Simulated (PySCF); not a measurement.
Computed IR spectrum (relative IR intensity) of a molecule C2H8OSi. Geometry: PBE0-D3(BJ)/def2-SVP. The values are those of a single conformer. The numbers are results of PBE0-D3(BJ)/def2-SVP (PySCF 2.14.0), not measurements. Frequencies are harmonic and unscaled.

Lines under 2 % of the strongest are left out, and lines within 2 cm⁻¹ are merged.

ν (cm⁻¹): 499 (vw), 674 (vw), 727 (m), 769 (w), 787 (m), 873 (m), 940 (vs), 981 (s), 1177 (m), 1227 (s), 1266 (w), 1475 (vw), 1478 (w), 2194 (s), 2203 (m), 3003 (m), 3076 (w), 3132 (w) (against the strongest line: vs over 80 %, s over 45 %, m over 15 %, w over 4 %, vw less)

Task: Pick the molecule that these values belong to.
A) CCO[SiH3]
B) OCC[SiH3]
C) C[SiH](C)O
D) CO[SiH2]C

Result: D, CO[SiH2]C
